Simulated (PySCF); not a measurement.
Start geometry of SnCl(vinyl)3, `C=[CH][Sn]([Cl])([CH]=C)[CH]=C` from GFN2-xTB (Å):
```
atom  x, y, z in Å
Sn1    0.0583   -0.0706    0.0797
Cl2   -0.0035    0.0074    2.4026
C3     2.0486   -0.0149   -0.5579
C4     3.1592   -0.6176    0.1299
H5     2.3348    0.5246   -1.4624
H6     2.8463   -1.1607    1.0376
H7     4.1208   -0.6060   -0.1786
C8    -1.0099    1.8573   -0.5350
C9    -1.0044    2.9857    0.2148
H10   -1.6648    1.7611   -1.3854
H11   -0.4447    3.0603    1.0856
H12   -1.5236    3.8536   -0.1369
C13   -1.1585   -1.7957   -0.5243
C14   -2.0980   -2.3483    0.2362
H15   -0.7563   -2.3294   -1.4093
H16   -2.3935   -1.8735    1.1588
H17   -2.5393   -3.2340   -0.0950
```

Problem. What comes out of this run: PBE0-D3(BJ)/def2-SVP geometry optimisation, gas phase, def2 core potentials past Kr (PySCF 2.14.0)?

Solution. 
```
atom  x, y, z in Å
Sn1   -0.0066   -0.0048   -0.1253
Cl2    0.0696   -0.0018    2.2495
C3     2.0246   -0.2976   -0.7084
C4     3.0019   -0.4054    0.1942
H5     2.2602   -0.3550   -1.7785
H6     2.8022   -0.3530    1.2705
H7     4.0468   -0.5532   -0.1036
C8    -0.7945    1.9133   -0.6216
C9    -1.1131    2.8060    0.3183
H10   -0.9450    2.1621   -1.6795
H11   -0.9800    2.5935    1.3850
H12   -1.5217    3.7909    0.0619
C13   -1.3007   -1.6328   -0.6021
C14   -1.8604   -2.3869    0.3466
H15   -1.5055   -1.8497   -1.6581
H16   -1.6814   -2.2026    1.4120
H17   -2.5247   -3.2236    0.0994
```

The energy falls by 24.0 kcal/mol over 13 energy and gradient evaluations, the largest force component goes from 0.1611 to 4.2e-04 Eh/bohr, and the atoms move by 0.544 Å rms after alignment. The bond that changes most is Sn1–C8 (ends: tin bonded to 3 C and Cl; carbon bonded to C, Sn and H), which shortens by 0.156 Å. Bonds longer at the end by more than 0.005 Å: 10 of 16; shorter: 6. Among the angles that change most is C3–C4–H6, from 112.4° to 121.8°. Among the dihedrals that turn most is C3–Sn1–C13–H15, from -21° to -67°. Rotational constants go from 1003, 990.7, 814.9 to 1039, 1033, 880.0 MHz. The orientation of the end geometry is arbitrary; only internal coordinates are fixed.

The run used 173 basis functions and 100 SCF cycles in all.

Whether it is a minimum is left open (no frequencies). The numbers are those of one conformer.
